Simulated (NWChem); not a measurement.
Molecule: CH$_{3}$FOTe; SMILES CO[Te]F

```xyz
7

Te     0.3144    -0.4756     0.0282
F     -1.5714    -0.9374    -0.0694
O      0.1573     1.3913    -0.5680
C     -0.3406     2.3558     0.3352
H      0.1985     2.3527     1.2990
H     -0.2043     3.3387    -0.1423
H     -1.4157     2.2095     0.5334
```
Atoms are numbered in this order, from 1.

Coordinates come from a PBE0/def2-SVP optimisation. B3LYP is NWChem's, with the RPA form of VWN correlation. def2 effective core potentials on Te; no spin-orbit coupling.

Q: List the 6 lowest vertical singlet excitations from B3LYP/def2-SVP with def2 effective core potentials on Te, full TDDFT (NWChem).

A: 
| state | energy (eV) | oscillator strength | leading excitation (squared amplitude) |
|---|---|---|---|
| S1 | 2.62 | 0.000 | HOMO → LUMO (1.00) |
| S2 | 3.51 | 0.002 | HOMO → LUMO+1 (1.00) |
| S3 | 5.02 | 0.009 | HOMO−1 → LUMO (0.80) |
| S4 | 5.47 | 0.003 | HOMO−2 → LUMO (0.50) |
| S5 | 5.55 | 0.014 | HOMO−2 → LUMO (0.44) |
| S6 | 6.72 | 0.138 | HOMO−2 → LUMO+1 (0.69) |
